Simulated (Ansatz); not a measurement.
System: BNH₂Br, charge 0, doublet. BNH2Br (SMILES N[B]Br, doublet).
B3LYP-D3(BJ)/def2-TZVP minimum from Ansatz (an electronic-structure program):
```xyz
5

B     -1.0346     0.2080     0.6461
Br     0.6530    -0.3369    -0.0951
N     -1.8883     1.1143     0.0618
H     -2.7656     1.3744     0.4822
H     -1.6994     1.5770    -0.8178
```
Charge 0, spin multiplicity 2.

Wanted: atomisation energy (electronic, to ground-state atoms), in kcal/mol. Radicals and triplets start from unrestricted determinants; spin-orbit coupling is neglected. Correlated methods leave the cores frozen (noble-gas shells, and filled d and f shells in the p block). No relativity. CBS(X,Y): correlation extrapolated as X^-3, Hartree-Fock from the larger set. A bracket is a step between two methods taken in the basis named. Double hybrids freeze cores in their MP2 part. For partners of very few electrons the exact lower level stands in for a higher one. Spin-orbit terms, left out, reach several kcal/mol for Br and I, and more for heavier atoms.

CCSD(T)/CBS(cc-pVTZ,cc-pVQZ) + [CCSDT(Q) - CCSD(T)]/cc-pVDZ (Ansatz) gives 387.9 kcal/mol.

Problem. What does PBE/def2-TZVPD (Ansatz) give here, and how do the other levels compare?

Solution. PBE gives 405.3 kcal/mol, 17.4 kcal/mol above it. Differences of the others: r2SCAN/def2-TZVPD (Ansatz) 9.2; B3LYP/def2-TZVPD (Ansatz) 2.5; PBE0/def2-TZVPD (Ansatz) 7.4; B2PLYP/def2-TZVPD (Ansatz) -1.1; CCSD(T)/CBS(cc-pVTZ,cc-pVQZ) (Ansatz) -0.6 kcal/mol.
